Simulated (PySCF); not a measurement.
# Electric field gradients and quadrupole coupling constants

Compound: diboron dioxide, B₂O₂.
Geometry (PBE0-D3(BJ)/def2-TZVP, Å), atoms numbered from 1 in this order:
```
atom  x, y, z in Å
O1    -1.9816    0.0838   -0.5344
B2    -0.8003    0.0302   -0.3515
B3     0.8192   -0.0430   -0.1008
O4     2.0007   -0.0964    0.0821
```

Field gradients from the PBE0/pcSseg-2 density (PySCF, non-relativistic), principal values in atomic units, ordered |Vxx| ≤ |Vyy| ≤ |Vzz|:

```
atom     Vxx     Vyy      Vzz
  O1  0.3751  0.3752  -0.7503
  B2  0.2014  0.2014  -0.4028
  B3  0.2014  0.2014  -0.4028
  O4  0.3750  0.3750  -0.7500
```

Question: Find the asymmetry η = (Vxx − Vyy)/Vzz and the couplings χ = eQV/h (234.96 MHz × Q in barn × V in au), with Q(17O) = −0.0256 b, Q(11B) = 0.04059 b.

Answer: 
```json
{"atom": "O1", "environment": "oxygen bonded to B", "nucleus": "17O", "η": "0.00", "χzz (MHz)": "4.513", "χxx (MHz)": "-2.257", "χyy (MHz)": "-2.257"}
{"atom": "B2", "environment": "boron bonded to B and O", "nucleus": "11B", "η": "0.00", "χzz (MHz)": "-3.842", "χxx (MHz)": "1.921", "χyy (MHz)": "1.921"}
{"atom": "B3", "environment": "boron bonded to B and O", "nucleus": "11B", "η": "0.00", "χzz (MHz)": "-3.842", "χxx (MHz)": "1.921", "χyy (MHz)": "1.921"}
{"atom": "O4", "environment": "oxygen bonded to B", "nucleus": "17O", "η": "0.00", "χzz (MHz)": "4.511", "χxx (MHz)": "-2.256", "χyy (MHz)": "-2.256"}
```

The gradient is axial or nearly so (η below 0.05) at O1, B2, B3 and O4. The tensor is traceless: Vxx + Vyy + Vzz = 0.

Question: What is Vzz at B3 in SI units (1 au = 9.71736 × 10²¹ V/m²)?

Answer: -0.4028 au = -3.915 × 10²¹ V/m².

Geometry: PBE0-D3(BJ)/def2-TZVP; no solvent, vibrations or thermal averaging.

The run behind these numbers computed NMR shieldings as well. On Arm Neoverse N1, one thread, shared host with 64 logical CPUs at a one-minute load of 60, this took 11 s wall (with the writing of density and orbital grids) and 0.49 GiB of memory at its peak.
